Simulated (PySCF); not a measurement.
Vertical excitations of a molecule C₂H₅BO₃ from TDA-PBE/def2-SVPD in PySCF, as energy in eV (oscillator strength): 5.53 (0.004), 6.15 (0.019), 6.42 (0.017), 6.74 (0.005), 7.03 (0.003), 7.37 (0.030), 7.40 (0.019), 7.41 (0.013), 7.61 (0.022), 7.67 (0.018). Lowest triplet (TDA): 5.47 eV. The structure is a stationary point at PBE-D3(BJ)/def2-SVP. Other conformers were not sampled.

Problem. Pick the molecule that these values belong to.
(A) COB1OCO1
(B) OB1COCO1
(C) C=COB(O)O
(D) CC1OB(O)O1

Solution. B, OB1COCO1
